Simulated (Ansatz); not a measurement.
Born–Oppenheimer molecular dynamics of CH₁₀Si₃ (14 atoms, charge 0, multiplicity 1). It goes on from the last frame of an earlier run, with new velocities.

These are results of Ansatz 0.2.0, RKS PBE/6-31G, not measurements.

```yaml
ensemble: NVT, Langevin thermostat
time_step: 0.5 fs
steps_asked: 150
set_temperature: 700 K
friction: 0.01 /fs
seed: 80618
```

First frame:

```xyz
14
Properties=species:S:1:pos:R:3
Si 0.027 0.035 0.089
C -0.204 -0.402 1.975
H -1.252 -0.228 2.284
H -0.046 -1.492 2.063
H 0.520 0.150 2.596
Si 2.284 0.110 -0.761
H 3.218 -0.956 -0.447
H 2.202 0.074 -2.349
H 3.042 1.419 -0.440
Si -1.104 1.964 -0.807
H -2.565 2.158 -0.438
H -0.404 3.232 -0.451
H -1.050 1.904 -2.265
H -0.601 -1.082 -0.672
```

(1) How far do the bonds stretch over the last three quarters of this one trajectory? (Pairs bonded in most of those frames.)

Results:

(1) 
```
    bond  mean (Å)  spread (Å)  shortest  longest
  Si1–C2     1.933       0.062      1.82     2.01
 Si1–Si6     2.397       0.036      2.31     2.44
Si1–Si10     2.381       0.087      2.25     2.51
 Si1–H14     1.560       0.100      1.39     1.70
   C2–H3     1.113       0.069      1.01     1.22
   C2–H4     1.110       0.034      1.04     1.18
   C2–H5     1.104       0.035      1.04     1.17
  Si6–H7     1.521       0.022      1.46     1.56
  Si6–H8     1.526       0.083      1.40     1.66
  Si6–H9     1.522       0.057      1.43     1.61
Si10–H11     1.523       0.032      1.47     1.58
Si10–H12     1.530       0.059      1.42     1.62
Si10–H13     1.535       0.058      1.43     1.65
```

Mean temperature of the second half: 564 K. The mean temperature of the second half is 19 % below the set value. A run of 0.075 ps of so small a system gives no equilibrium averages. Limits of this set-up: no polarisation functions.

Time of the run: 9.4 min on 1 thread of Intel(R) Xeon(R) Platinum 8488C (Sapphire Rapids), with other jobs on the host, peak memory 0.14 GiB.
